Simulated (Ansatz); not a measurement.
Isolated molecules relaxed with PBE0-D4/def2-TZVP in Ansatz; ΔE leaves out vibrations. CCSD(T)/CBS is the MP2 limit (def2-TZVPP, def2-QZVPP) plus CCSD(T) − MP2 in def2-TZVPP, frozen cores. DFT in def2-TZVPP. def2 core potentials past Kr. For In outer-core shells are correlated without core-valence functions, which leaves a few kJ/mol of doubt a bond. One conformer a species, not always the lowest.

Consider the substitution at a C–In bond: `[CH3][InH2]` + `C[SiH](O)[SiH3]` → `CO[SiH](C)[SiH3]` + `[InH3]`.

CCSD(T)/CBS gives +81.7 kJ/mol.

Problem. Another level gave +73.3 kJ/mol. Which?
A. HF/def2-TZVPP
B. PBE-D4/def2-TZVPP
C. ωB97X-V/def2-TZVPP
D. MP2/def2-TZVPP

Solution. B. PBE-D4 73.3, ωB97X-V 67.9, HF/def2-TZVPP 59.1, MP2/def2-TZVPP 86.9 kJ/mol.

Largest T1 diagnostic among the species: 0.014.

The D4 term adds −3.9 kJ/mol with B3LYP and −2.4 kJ/mol with PBE0; it sums over pairs of atoms, weighted by their polarisabilities, and B3LYP, whose exchange is more repulsive, gets the larger term. In def2-TZVPP, CCSD(T) changes the Hartree–Fock value by +17.8 kJ/mol (the triples alone add +1.5 kJ/mol) and MP2 by +27.8 kJ/mol.

B3LYP here is the variant with VWN-RPA as its local correlation; programs differ in this.
